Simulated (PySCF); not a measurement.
Input for PySCF: U-B3LYP/LANL2DZ on BH2I (SMILES BI), a point of a bond scan (R = 2.720 Å).

```python
from pyscf import gto, scf, dft, mp
from pyscf.data.elements import chemcore

mol = gto.M(
    atom='''
    B    -1.00687273   -1.52824232    0.26334221
    H    -0.12887018   -3.31496894    2.11673297
    H    -1.98651595   -1.65890826   -0.38610151
    I     0.14426438    0.21896603   -0.03773158
    ''',
    basis='lanl2dz',
    ecp={'I': 'lanl2dz'},
    charge=0, spin=0, verbose=3, max_memory=1800)
mf = dft.UKS(mol, xc='b3lyp')
mf.conv_tol = 1e-8
mf.max_cycle = 100
mf.init_guess_breaksym = True
mf.kernel()
if not mf.converged:
    mf = mf.newton().run(mf.mo_coeff, mf.mo_occ)
for _ in range(4):
    mo, _, stable, _ = mf.stability(return_status=True)
    if stable:
        break
    mf.kernel(mf.make_rdm1(mo, mf.mo_occ))
```

Output:

```
converged SCF energy = -37.2540296676744  <S^2> = 6.5103478e-13  2S+1 = 1
<class 'pyscf.dft.uks.UKS'> wavefunction has an internal instability
converged SCF energy = -37.2685686684148  <S^2> = 0.69315238  2S+1 = 1.9423207
<class 'pyscf.dft.uks.UKS'> wavefunction is stable in the internal stability analysis
```

The calculation finished and met its thresholds. Its determinant has ⟨S²⟩ = 0.69, a mixture of spin states.

Cost: very roughly 22 core-seconds.
